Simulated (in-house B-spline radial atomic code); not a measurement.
Radial electron density of Se, [Ar] 3d10 4s2 4p4. Method: scalar-relativistic (X2C) PBE0, spin-polarised, spherical fractional occupations, Fermi nucleus of rms radius 4.14 fm. Calculated with a radial B-spline atomic code at the basis-set limit.

Caution: exact exchange at fractional occupations of open shells leaves self-interaction of up to several eV.

One-electron X2C: radii and densities carry no picture-change correction, so inner-shell <1/r> comes out high (for 1s by about 2 % at Z = 33, 5 % at 54, 10 % at 75, 30 % at 118) and <r> low.

Columns: r (bohr), 4πr²n(r) (electrons per bohr), bar.

```
 0.00163    1.226 #
 0.00199    1.723 ##
 0.00245    2.445 ##
   0.003    3.417 ###
 0.00367    4.732 ####
  0.0045    6.516 ######
 0.00552    8.873 ########
 0.00677    11.91 ###########
 0.00829    15.66 ##############
  0.0102    20.27 ##################
  0.0125    25.41 #######################
  0.0153    30.78 ###########################
  0.0187    35.83 ################################
  0.0229    39.84 ###################################
  0.0281    41.98 #####################################
  0.0345    41.65 #####################################
  0.0423    39.15 ###################################
  0.0518     35.9 ################################
  0.0635    34.15 ##############################
  0.0778    35.92 ################################
  0.0954    41.34 #####################################
   0.117    47.47 ##########################################
   0.143    49.57 ############################################
   0.176    44.63 ########################################
   0.215    35.23 ###############################
   0.264     27.5 ########################
   0.324    26.78 ########################
   0.397    30.94 ###########################
   0.486    32.94 #############################
   0.596    28.37 #########################
    0.73    19.36 #################
   0.895    10.93 ##########
     1.1    6.045 #####
    1.34     4.35 ####
    1.65    3.755 ###
    2.02    3.056 ###
    2.48    2.046 ##
    3.04    1.096 #
    3.72   0.4674 
    4.56   0.1554 
    5.59  0.03938 
    6.85 0.007211 
     8.4 0.0008932
```

On this grid the curve has 3 maxima, near 0.0281, 0.143, 0.486 bohr.

The 4p down radial function P(r) = rR(r), positive near the nucleus:

```json
{"r (bohr)": "0.00245", "P": "0.0008108"}
{"r (bohr)": "0.00367", "P": "0.00168"}
{"r (bohr)": "0.00552", "P": "0.003507"}
{"r (bohr)": "0.00829", "P": "0.007248"}
{"r (bohr)": "0.0125", "P": "0.01483"}
{"r (bohr)": "0.0187", "P": "0.02907"}
{"r (bohr)": "0.0281", "P": "0.05467"}
{"r (bohr)": "0.0423", "P": "0.09523"}
{"r (bohr)": "0.0635", "P": "0.1457"}
{"r (bohr)": "0.0954", "P": "0.1799"}
{"r (bohr)": "0.143", "P": "0.1422"}
{"r (bohr)": "0.215", "P": "-0.01595"}
{"r (bohr)": "0.324", "P": "-0.2309"}
{"r (bohr)": "0.486", "P": "-0.28"}
{"r (bohr)": "0.73", "P": "-0.01231"}
{"r (bohr)": "1.1", "P": "0.4202"}
{"r (bohr)": "1.65", "P": "0.6792"}
{"r (bohr)": "2.48", "P": "0.6062"}
{"r (bohr)": "3.72", "P": "0.3448"}
{"r (bohr)": "5.59", "P": "0.1222"}
{"r (bohr)": "8.4", "P": "0.02292"}
```
